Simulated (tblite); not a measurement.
Compound: C4H7ClSSi.
Atom-mapped SMILES: `[CH3:1][C:2]#[C:3][Si@@H:4]([Cl:5])[S:6][CH3:7]` (hydrogens: H8, H9, H10 on C1; H11 on Si4; H12, H13, H14 on C7)

Computed with GFN2-xTB (tblite), gas phase: L-BFGS steps from a force-field or distance-geometry start until the largest atomic force falls under 0.01 eV/Å.

Geometry at step 0:
```
atom  x, y, z in Å
C1      3.0584    1.2223    0.3276
C2      1.8845    0.3364    0.3940
C3      0.9487   -0.4282    0.4640
Si4    -0.4880   -1.5663    0.5082
Cl5    -0.0262   -3.2668    1.7007
S6     -2.1451   -0.5270    1.3440
C7     -3.0338    0.3522    0.0354
H8      3.0218    1.7706   -0.6254
H9      4.0248    0.6582    0.3549
H10     3.0424    1.8869    1.2174
H11    -0.7176   -2.0432   -0.8572
H12    -2.4827    1.3031   -0.1453
H13    -3.0271   -0.2899   -0.8401
H14    -4.0609    0.5912    0.3797
```

Task: Give the atomic forces at this geometry.

Result: 
```json
{"atom": "C1", "Fx (eV/Å)": "-0.114", "Fy (eV/Å)": "-0.476", "Fz (eV/Å)": "0.276"}
{"atom": "C2", "Fx (eV/Å)": "0.704", "Fy (eV/Å)": "0.113", "Fz (eV/Å)": "0.041"}
{"atom": "C3", "Fx (eV/Å)": "0.543", "Fy (eV/Å)": "0.381", "Fz (eV/Å)": "-0.036"}
{"atom": "Si4", "Fx (eV/Å)": "0.509", "Fy (eV/Å)": "-1.087", "Fz (eV/Å)": "0.049"}
{"atom": "Cl5", "Fx (eV/Å)": "-0.313", "Fy (eV/Å)": "1.052", "Fz (eV/Å)": "-0.628"}
{"atom": "S6", "Fx (eV/Å)": "-0.525", "Fy (eV/Å)": "-0.105", "Fz (eV/Å)": "0.990"}
{"atom": "C7", "Fx (eV/Å)": "0.215", "Fy (eV/Å)": "0.797", "Fz (eV/Å)": "-0.264"}
{"atom": "H8", "Fx (eV/Å)": "0.005", "Fy (eV/Å)": "0.039", "Fz (eV/Å)": "0.496"}
{"atom": "H9", "Fx (eV/Å)": "-0.907", "Fy (eV/Å)": "0.205", "Fz (eV/Å)": "-0.013"}
{"atom": "H10", "Fx (eV/Å)": "-0.017", "Fy (eV/Å)": "-0.197", "Fz (eV/Å)": "-0.728"}
{"atom": "H11", "Fx (eV/Å)": "-0.167", "Fy (eV/Å)": "0.038", "Fz (eV/Å)": "0.158"}
{"atom": "H12", "Fx (eV/Å)": "-0.478", "Fy (eV/Å)": "-0.666", "Fz (eV/Å)": "-0.083"}
{"atom": "H13", "Fx (eV/Å)": "-0.216", "Fy (eV/Å)": "0.259", "Fz (eV/Å)": "-0.080"}
{"atom": "H14", "Fx (eV/Å)": "0.760", "Fy (eV/Å)": "-0.353", "Fz (eV/Å)": "-0.179"}
```

The largest, 1.26 eV/Å, acts on Cl5; the rms over all components is 0.478 eV/Å. The forces sum to zero within rounding, as they must for an isolated molecule in no field.

Task: Give the force on Cl5 in Eh/bohr and in nN.

Result: 1.265 eV/Å ÷ 51.422 = 0.02459 Eh/bohr, and 1.265 eV/Å × 1.602 = 2.03 nN.

Task: How far is this geometry from the end of the optimisation?

Result: 0.310 eV above it, and 0.533 Å rms away after alignment. The bonds farthest from their final lengths, with half the difference of the two atoms' forces along the bond (positive lengthens):

```csv
bond,now (Å),final (Å),force along bond (eV/Å)
Si4–Cl5,2.128,2.011,-1.13
C1–C2,1.472,1.442,-0.51
C1–H9,1.119,1.089,-0.52
Si4–S6,2.127,2.157,+0.83
C7–H12,1.114,1.085,-0.81
C7–H14,1.109,1.085,-0.36
```

The angle farthest from its final value is Si4–S6–C7, 109.6° against 99.2°.

Of the 6 listed bonds off by 0.010 Å or more, this force points towards the final length in 6.

The cost below is that of the whole relaxation. On one thread of an Arm Neoverse N1, no GPU, shared host with 64 logical CPUs at a one-minute load of 58, this took 1.5 s wall.
